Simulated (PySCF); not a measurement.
hydrogen peroxide (H2O2), singlet, at a GFN2-xTB geometry; B3LYP/cc-pVDZ (PySCF).

PySCF was given this input:
```python
from pyscf import gto, scf, dft

mol = gto.M(
    atom='''
O    -0.023120    0.709965   -0.012564
O     0.023120   -0.709965    0.012564
H     0.913898    0.942485   -0.032627
H    -0.913898   -0.942485    0.032627
''',
    basis='cc-pvdz',
    charge=0,
    spin=0,
    verbose=4,
)

mf = dft.RKS(mol)
mf.xc = 'b3lyp'
mf.level_shift = 1.0
mf.max_cycle = 100
mf.kernel()
```

It wrote (shortened):

```
PySCF version 2.14.0

[INPUT] verbose = 4
[INPUT] num. atoms = 4
[INPUT] num. electrons = 18
[INPUT] charge = 0
[INPUT] spin (= nelec alpha-beta = 2S) = 0
[INPUT] symmetry False subgroup None
[INPUT] Mole.unit = angstrom
[INPUT] Symbol           X                Y                Z      unit          X                Y                Z       unit  Magmom
[INPUT]  1 O     -0.023120000000   0.709965000000  -0.012564000000 AA   -0.043690468000   1.341639408027  -0.023742519029 Bohr   0.0
[INPUT]  2 O      0.023120000000  -0.709965000000   0.012564000000 AA    0.043690468000  -1.341639408027   0.023742519029 Bohr   0.0
[INPUT]  3 H      0.913898000000   0.942485000000  -0.032627000000 AA    1.727016925788   1.781038526511  -0.061656094266 Bohr   0.0
[INPUT]  4 H     -0.913898000000  -0.942485000000   0.032627000000 AA   -1.727016925788  -1.781038526511   0.061656094266 Bohr   0.0

nuclear repulsion = 37.3135127521885
number of shells = 16
number of NR pGTOs = 66
number of NR cGTOs = 38
basis = cc-pvdz
ecp = {}

******** <class 'pyscf.dft.rks.RKS'> ********
method = RKS
initial guess = minao
damping factor = 0
level_shift factor = 1.0
DIIS = <class 'pyscf.scf.diis.CDIIS'>
diis_start_cycle = 1
diis_space = 8
diis_damp = 0
SCF conv_tol = 1e-09
SCF conv_tol_grad = None
SCF max_cycles = 100
direct_scf = True
direct_scf_tol = 1e-13
XC library pyscf.dft.libxc version 7.1.2
    S. Lehtola, C. Steigemann, M. J. T. Oliveira, and M. A. L. Marques,  SoftwareX 7, 1–5 (2018)
XC functionals = b3lyp
    P. J. Stephens, F. J. Devlin, C. F. Chabalowski, and M. J. Frisch,  J. Phys. Chem. 98, 11623 (1994)
radial grids:
    Treutler-Ahlrichs [JCP 102, 346 (1995); DOI:10.1063/1.469408] (M4) radial grids

becke partition: Becke, JCP 88, 2547 (1988); DOI:10.1063/1.454033
pruning grids: <function nwchem_prune>
grids dens level: 3
symmetrized grids: False
atomic radii adjust function: <function treutler_atomic_radii_adjust>
small_rho_cutoff = 0
Set gradient conv threshold to 3.16228e-05
Initial guess from minao.
tot grids = 47784
init E= -151.643407710611
  HOMO = 0.119651177671726  LUMO = 0.533620526428729  gap/eV = 11.26468
cycle= 1 E= -151.465034896629  delta_E= 0.178  |g|= 0.56  |ddm|= 1.84
  HOMO = -0.213112741832831  LUMO = 1.02814174392504  gap/eV = 33.77625
cycle= 2 E= -151.535974264056  delta_E= -0.0709  |g|= 0.165  |ddm|= 0.357
  HOMO = -0.245078828838427  LUMO = 1.02747382346673  gap/eV = 34.62792
cycle= 3 E= -151.544876872807  delta_E= -0.0089  |g|= 0.0794  |ddm|= 0.115
  HOMO = -0.230379298465441  LUMO = 1.04096344826952  gap/eV = 34.59500
cycle= 4 E= -151.547128566227  delta_E= -0.00225  |g|= 0.0412  |ddm|= 0.0644
  HOMO = -0.236535900822849  LUMO = 1.0364598059937  gap/eV = 34.63998
cycle= 5 E= -151.547746009641  delta_E= -0.000617  |g|= 0.0205  |ddm|= 0.0311
  HOMO = -0.235631882476146  LUMO = 1.0371048816258  gap/eV = 34.63293
cycle= 6 E= -151.547908107571  delta_E= -0.000162  |g|= 0.0107  |ddm|= 0.0171
  HOMO = -0.235604497007663  LUMO = 1.03713234816119  gap/eV = 34.63293
cycle= 7 E= -151.547952560237  delta_E= -4.45e-05  |g|= 0.00561  |ddm|= 0.00916
  HOMO = -0.235610978436396  LUMO = 1.03716390387195  gap/eV = 34.63397
cycle= 8 E= -151.5479650971  delta_E= -1.25e-05  |g|= 0.00306  |ddm|= 0.00495
  HOMO = -0.235656918746942  LUMO = 1.03713625232156  gap/eV = 34.63447
cycle= 9 E= -151.547968882152  delta_E= -3.79e-06  |g|= 0.00172  |ddm|= 0.00275
  HOMO = -0.235668350744688  LUMO = 1.03712853657957  gap/eV = 34.63457
cycle= 10 E= -151.547970094544  delta_E= -1.21e-06  |g|= 0.000984  |ddm|= 0.00158
  HOMO = -0.235670602473961  LUMO = 1.03712853110301  gap/eV = 34.63463
cycle= 11 E= -151.547970499653  delta_E= -4.05e-07  |g|= 0.000581  |ddm|= 0.000921
  HOMO = -0.235669443047342  LUMO = 1.03712855139562  gap/eV = 34.63460
cycle= 12 E= -151.547970643504  delta_E= -1.44e-07  |g|= 0.00035  |ddm|= 0.000553
  HOMO = -0.235671149178102  LUMO = 1.03712765405726  gap/eV = 34.63462
cycle= 13 E= -151.547970696623  delta_E= -5.31e-08  |g|= 0.000215  |ddm|= 0.000336
  HOMO = -0.235670776640264  LUMO = 1.03712777984483  gap/eV = 34.63461
cycle= 14 E= -151.547970717044  delta_E= -2.04e-08  |g|= 0.000134  |ddm|= 0.000209
  HOMO = -0.235670969151957  LUMO = 1.03712764376569  gap/eV = 34.63461
cycle= 15 E= -151.547970725122  delta_E= -8.08e-09  |g|= 8.47e-05  |ddm|= 0.000132
  HOMO = -0.23567085922905  LUMO = 1.03712771827358  gap/eV = 34.63461
cycle= 16 E= -151.547970728386  delta_E= -3.26e-09  |g|= 5.38e-05  |ddm|= 8.39e-05
  HOMO = -0.235670858703639  LUMO = 1.03712769636136  gap/eV = 34.63461
cycle= 17 E= -151.547970729722  delta_E= -1.34e-09  |g|= 3.45e-05  |ddm|= 5.38e-05
  HOMO = -0.235670746011769  LUMO = 1.03712777206721  gap/eV = 34.63461
cycle= 18 E= -151.547970730279  delta_E= -5.57e-10  |g|= 2.22e-05  |ddm|= 3.49e-05
  HOMO = -0.23566933065341  LUMO = 0.0371284993741958  gap/eV = 7.42321
Extra cycle  E= -151.547970730666  delta_E= -3.87e-10  |g|= 1.16e-05  |ddm|= 6.41e-05
converged SCF energy = -151.547970730666
```
